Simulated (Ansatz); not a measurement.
Ansatz (a quantum-chemistry and plane-wave program) input:
A basis named .json is the Basis Set Exchange file of that set.

Ansatz 0.2 input:
```yaml
crystal:
  periodic: [false, false, false]
  atoms:
    - {symbol: C, position_ang: [-1.16121811, -0.18331432, -0.02340017]}
    - {symbol: Si, position_ang: [0.62903689, 0.09747431, 0.00115907]}
    - {symbol: H, position_ang: [-1.68556782, 0.56423601, -0.62169877]}
    - {symbol: H, position_ang: [-1.41324193, -1.19650419, -0.34225064]}
    - {symbol: H, position_ang: [-1.51267979, -0.07261084, 1.01662181]}
    - {symbol: H, position_ang: [1.19698143, 1.44308458, -0.15835579]}
    - {symbol: H, position_ang: [1.57530031, -1.00295996, 0.22985740]}
basis:
  gaussian:
    orbitals: cc-pV_Q+d_Z.json
    fitting: {mean_field: def2-universal-jkfit, correlation: cc-pVQZ-RIFIT.json}
total_charge: 1
magnetization: {spin_polarized: false}
correlation: {method: mp2, electrons: outside_noble_gas}
```

Problem. What final total energy does it print?

Solution. -329.75218 Eh (RI-MP2/cc-pV(Q+d)Z). The basis has 269 functions.
